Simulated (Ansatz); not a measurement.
ClFH$_{2}$NSn, SMILES `[NH2][Sn]([F])[Cl]` radical, 6 atoms. The species carries charge 0 and has multiplicity 2. Correlated methods include outer-core shells of Sn, which these sets cover unevenly. Sn: def2 effective core potential. All runs use 4 threads of an Intel Xeon on a shared host. Correlated methods freeze the cores. Open-shell runs search over several starts.

(1) Give the basis size and wall time and peak host memory of each of these runs in Ansatz. UHF-MP2/def2-QZVPP energy; UKS CAM-B3LYP-D4/def2-TZVPP energy; UKS PBE0-D4/def2-QZVPP energy; UKS ωB97M-V/def2-SVP energy; UHF-CCSD(T)/def2-SVP energy; UKS PBE0-D4/def2-TZVP frequencies; UKS PBE0-D4/def2-TZVP relaxation (7 steps); UHF-CCSD(T)/def2-TZVPP energy; direct RPA on PBE orbitals/def2-TZVPP energy; UKS ωB97M-V/def2-QZVPP energy; UKS PBE0-D4/def2-SVP energy; UKS HSE06 (plane-wave form)-D4/def2-TZVPP energy. (Best estimate.)

Answers

(1) Ansatz gave: Other jobs shared the machine, so times are rough.

```json
{"level": "UKS PBE0-D4/def2-SVP", "job": "energy", "functions": "82", "wall time": "1.6 s", "peak host memory (GiB)": "0.24"}
{"level": "UKS HSE06 (plane-wave form)-D4/def2-TZVPP", "job": "energy", "functions": "182", "wall time": "3.8 s", "peak host memory (GiB)": "0.59"}
{"level": "direct RPA on PBE orbitals/def2-TZVPP", "job": "energy", "functions": "182", "wall time": "4.8 s", "peak host memory (GiB)": "0.52"}
{"level": "UKS CAM-B3LYP-D4/def2-TZVPP", "job": "energy", "functions": "182", "wall time": "4.9 s", "peak host memory (GiB)": "0.63"}
{"level": "UKS ωB97M-V/def2-SVP", "job": "energy", "functions": "82", "wall time": "5.5 s", "peak host memory (GiB)": "0.42"}
{"level": "UKS PBE0-D4/def2-QZVPP", "job": "energy", "functions": "326", "wall time": "8 s", "peak host memory (GiB)": "1.2"}
{"level": "UHF-CCSD(T)/def2-SVP", "job": "energy", "functions": "82", "wall time": "11 s", "peak host memory (GiB)": "0.58"}
{"level": "UHF-MP2/def2-QZVPP", "job": "energy", "functions": "326", "wall time": "14 s", "peak host memory (GiB)": "1.3"}
{"level": "UKS ωB97M-V/def2-QZVPP", "job": "energy", "functions": "326", "wall time": "18 s", "peak host memory (GiB)": "1.5"}
{"level": "UKS PBE0-D4/def2-TZVP", "job": "relaxation (7 steps)", "functions": "161", "wall time": "31 s", "peak host memory (GiB)": "0.52"}
{"level": "UKS PBE0-D4/def2-TZVP", "job": "frequencies", "functions": "161", "wall time": "85 s", "peak host memory (GiB)": "0.51"}
{"level": "UHF-CCSD(T)/def2-TZVPP", "job": "energy", "functions": "182", "wall time": "2.8 min", "peak host memory (GiB)": "5.5"}
```
